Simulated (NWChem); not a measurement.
**NWChem input wanted**

CH3ClSb: 6 atoms, total charge 0, spin state doublet. As SMILES, `[CH3][Sb][Cl]`. Geometry: relaxed at PBE0-D4/def2-TZVP.

```xyz
6

C    -0.3210    0.5134   -0.3080
Sb   -0.0647   -0.6025    1.5109
Cl    1.5230   -2.0796    0.5896
H    -0.6707   -0.1532   -1.0966
H     0.6317    0.9549   -0.6010
H    -1.0562    1.3030   -0.1412
```

Settings wanted:

- task: gradient
- method: MP2
- basis set: def2-TZVP
- core potential: def2-TZVP
- reference: UHF
- frozen core orbitals: 10
- SCF convergence threshold: 1e-08
- iteration cap: 80
- module: mp2

Problem. Write the NWChem 7.3.0 input and the command.

Solution. One that was run (others would do as well):

job.nw:
```
start job
memory stack 880 mb heap 220 mb global 1100 mb
charge 0

geometry noautosym nocenter noautoz
 C       -0.321000       0.513400      -0.308000
 Sb      -0.064700      -0.602500       1.510900
 Cl       1.523000      -2.079600       0.589600
 H       -0.670700      -0.153200      -1.096600
 H        0.631700       0.954900      -0.601000
 H       -1.056200       1.303000      -0.141200
end

basis "ao basis" spherical bse
 * library def2-TZVP
end

ecp bse
 Sb library def2-TZVP
end

scf
 doublet
 uhf
 thresh 1e-08
 maxiter 80
 print medium
end

mp2
 freeze core 10
 tight
end

task mp2 gradient
```

```bash
$ nwchem job.nw > job.out
```

Calculated total energy: -739.12043 Eh, largest force 0.169 eV/Å.
